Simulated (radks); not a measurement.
Task: The mean radii <r> (bohr) of the occupied orbitals of an atom or ion are listed with their occupations. Calculated with a radial shooting solver on a logarithmic mesh with Libxc functionals: scalar-relativistic Kohn-Sham, PBE, spin-polarised, spherical densities, finite nucleus; Fermi nuclear charge, rms radius of each element as measured or else 0.836 A^(1/3) + 0.57 fm.

| orbital | occ. | <r> |
|---|---|---|
| 1s down | 1 | 0.03185 |
| 1s up | 1 | 0.03185 |
| 2s up | 1 | 0.1383 |
| 2s down | 1 | 0.1383 |
| 2p up | 3 | 0.1206 |
| 2p down | 3 | 0.1206 |
| 3s up | 1 | 0.3793 |
| 3s down | 1 | 0.3793 |
| 3p up | 3 | 0.3787 |
| 3p down | 3 | 0.3787 |
| 3d up | 5 | 0.3577 |
| 3d down | 5 | 0.3576 |
| 4s up | 1 | 0.9457 |
| 4s down | 1 | 0.9452 |
| 4p up | 3 | 1.041 |
| 4p down | 3 | 1.040 |
| 4d up | 5 | 1.456 |
| 4d down | 4 | 1.467 |

Name the element and its charge. Open shells, if any, are filled with parallel spins first.

Result: Z = 46, palladium, charge +1: Pd+ in [Kr] 4d9. The 1s radius gives Z: for a bare nucleus <r> = (2 gamma + 1)/(2Z) with gamma = sqrt(1 - (Z/c)^2), 0.03135 bohr for Z = 46, and screening makes it slightly larger (0.03185 here). The occupations add up to 45, and the charge is Z minus that.
